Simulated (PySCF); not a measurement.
C4N4O4Si. Atoms are numbered in the order given.

```xyz
13

O      2.3467    -2.3467    -2.3467
C      1.6726    -1.6726    -1.6726
N      0.9793    -0.9793    -0.9793
Si     0.0000     0.0000     0.0000
N     -0.9793    -0.9793     0.9793
C     -1.6726    -1.6726     1.6726
O     -2.3467    -2.3467     2.3467
N     -0.9793     0.9793    -0.9793
C     -1.6726     1.6726    -1.6726
O     -2.3467     2.3467    -2.3467
N      0.9793     0.9793     0.9793
C      1.6726     1.6726     1.6726
O      2.3467     2.3467     2.3467
```
Charge 0, spin multiplicity 1.

Coordinates come from a B3LYP-D3(BJ)/def2-SVP optimisation. The isomer is the one that the SMILES or the coordinates give; other isomers of the formula were not compared. One conformer was computed; it need not be the lowest.

Computed with PBE/def2-SVP run with PySCF.

Symmetry labels are those of the subgroup D2 that the program uses (full group Td).

**Question.** List the valence orbital energies around the gap with their symmetry. (The exact figures need the calculation; the answer reports its results.)

**Answer.** 
| orbital | symmetry | energy (eV) |
|---|---|---|
| HOMO−7 | B1 | -8.35 |
| HOMO−6 | B2 | -8.35 |
| HOMO−5 | B3 | -8.35 |
| HOMO−4 | A | -8.28 |
| HOMO−3 | A | -8.28 |
| HOMO−2 | B1 | -7.51 |
| HOMO−1 | B2 | -7.51 |
| HOMO | B3 | -7.51 |
| LUMO | B1 | -1.27 |
| LUMO+1 | B2 | -1.27 |
| LUMO+2 | B3 | -1.27 |
| LUMO+3 | A | -0.42 |
